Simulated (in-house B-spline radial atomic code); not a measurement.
Values are calculated unless marked as measured or tabulated.
## Softness against transferability: the 3s channel of Cr

Cr, [Ar] 3d5 4s1, non-relativistic PBE, spherical and spin-unpolarised, from an all-electron radial atomic-structure program (B-spline basis) (atomic units). The all-electron 3s level is ε = -2.664774 hartree, its outermost node lies just inside 0.37 bohr and its outer maximum at 0.79 bohr.

Troullier-Martins pseudo-orbitals are made for several radii. The cutoffs (hartree) are the plane-wave energies beyond which the orbital holds less than the named kinetic energy per electron. The phase error is the difference, pseudo minus all-electron, of arctan(R P'/P) at R = 1.4 bohr for all radii, half a hartree below and above the level.

```
r_c (bohr)  V_l(0) (hartree)  cutoff for 10 mEh  for 1 mEh  for 0.1 mEh  phase error at ε − 0.5 (mrad)  at ε + 0.5 (mrad)
      0.59            -38.79                117        424        > 450                           -4.7               -0.9
      0.68             -4.62               76.9        167          347                           -2.6               -0.5
      0.79              7.75               56.2       86.1          154                           -1.8               -0.3
      0.89              6.31               54.5       82.9          147                           -2.1               -0.4
      0.99              2.94               45.3         73          127                           -3.4               -0.6
       1.1              0.03               27.4       60.9          103                           -6.8               -1.1
```

Question: Which radius needs the lowest cutoff for 1 mEh while both phase errors stay within 3.5 mrad?

Answer: The radii within that limit are 0.68, 0.79, 0.89, 0.99 bohr; of these r_c = 0.99 needs the least, 73 hartree, that is 146 Ry or 1986 eV.

Question: What does the larger radius buy, and what does it cost?

Answer: From r_c = 0.59 to 1.1 bohr the cutoff for 1 mEh goes from 424 to 60.9 hartree, a factor of 6.96, against 3.48 for a pure 1/r_c² scaling, end to end; step by step it is 424, 167, 86.1, 82.9, 73, 60.9, and for 0.1 mEh > 450, 347, 154, 147, 127, 103; the number of plane waves goes as the cutoff to the power 3/2, here a factor of 18.4. The larger of the two phase errors is least at r_c = 0.79 bohr, 1.8 mrad; it is 4.7 at the smallest radius and 6.8 at the largest. These errors test the reference atom alone. The smallest radius lies well inside the outer maximum, where the nodeless form must bend sharply to keep the norm, so it is both harder and scatters less well than the next. Large radii also let the cores of neighbours overlap, which an atom doesn't show.
